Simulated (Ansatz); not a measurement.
This geometry of Cl4FHHf (7 atoms, charge 0, multiplicity 1) is a first-order saddle point.

All numbers below come from Ansatz 0.2.0, RKS B3LYP-D4/def2-SVP.

```xyz
7
Properties=species:S:1:pos:R:3
Hf -0.333 0.000 -0.047
F -0.060 0.000 2.058
Cl 2.005 0.000 -0.232
Cl -0.898 1.919 -1.252
Cl -0.898 -1.919 -1.252
Cl -2.567 0.000 1.391
H -1.232 0.000 2.169
```

(1) Which two structures does it join? (They come from a converged band through this point; their orientation in space is the band's.)

(2) How far does it lie above each of them?

Answers

(1) Bonds broken: Cl6–H7. Bonds formed: F2–H7.

Initial state:

```xyz
7
Properties=species:S:1:pos:R:3
Hf 0.033 0.000 -0.061
F 0.216 0.000 1.849
Cl 2.271 0.000 -0.749
Cl -0.824 1.980 -1.003
Cl -0.824 -1.980 -1.003
Cl -2.751 0.000 1.340
H -2.104 0.000 2.463
```

Final state:

```xyz
7
Properties=species:S:1:pos:R:3
Hf -0.482 0.000 -0.113
F -0.058 0.000 2.171
Cl 1.880 0.000 -0.004
Cl -0.877 1.886 -1.426
Cl -0.877 -1.886 -1.426
Cl -2.580 0.000 1.201
H -0.990 0.000 2.435
```

(2) 9.6 kcal/mol above the first and 2.9 kcal/mol above the second. This is the barrier of this one path; another mechanism may lie lower. The orbitals stay closed-shell, which can raise the energy where a bond breaks towards radicals; this wasn't checked here.

Run time: 2 min on 4 threads of Intel(R) Xeon(R) Platinum 8488C (Sapphire Rapids), with other jobs on the host, peak memory 0.36 GiB.
